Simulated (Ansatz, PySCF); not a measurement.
Gas-phase reaction (SMILES): C[Si](C)(Br)Br [dibromo(dimethyl)silane] + 3 [SiH4] (SiH4) → 2 C[SiH3] + 2 [SiH3]Br [bromosilane]; bond separation energy.

Structures are relaxed separately at B3LYP-D3(BJ)/def2-TZVP in Ansatz (a first-principles code). Cores are frozen in the correlated levels unless marked. No spin-orbit coupling. Frozen are the shells of the preceding noble gas and the d and f shells that filled before the atom's block. Non-relativistic. CBS marks a two-point X^-3 extrapolation of the correlation energy; Hartree-Fock from the larger set. The bracket is a focal-point correction in the basis named. Thermal terms are rigid-rotor harmonic-oscillator values from B3LYP-D3(BJ) frequencies (Ansatz or PySCF) at 298.15 K and 1 atm. 1 Eh = 627.5095 kcal/mol.

```tsv
species	E, RI-MP2/CBS(def2-TZVPPD,def2-QZVPPD)+[CCSD(T)-MP2]/def2-TZVPPD (Ansatz) (Eh)	E, PBE-D3(BJ)/def2-TZVPD (Ansatz + dftd3) (Eh)	H - E (Eh)
C[Si](C)(Br)Br	-5514.29304	-5516.77278	0.08579
C[SiH3]	-330.73694	-331.01138	0.06602
[SiH3]Br	-2863.59532	-2864.95236	0.03025
[SiH4] (SiH4)	-291.46147	-291.72290	0.03520
```

Q: Work out ΔE and ΔH at 298.15 K at the first level, then ΔH at the second.

A: 
1. ΔE = [2×(-330.73694) + 2×(-2863.59532)] - [(-5514.29304) + 3×(-291.46147)] = 0.01293 Eh = 8.1 kcal/mol at RI-MP2/CBS(def2-TZVPPD,def2-QZVPPD)+[CCSD(T)-MP2]/def2-TZVPPD.
2. The terms H - E add up to 0.00115 Eh, so ΔH = (0.01293 + (0.00115))×627.5095 = 8.8 kcal/mol.
3. At PBE-D3(BJ)/def2-TZVPD the same steps give ΔE = 8.8 and ΔH = 9.5 kcal/mol, a shift of +0.7 from the first level.
4. These values are not checked against measurement here, since the tables used lack a sound gas-phase enthalpy of formation for at least one species.
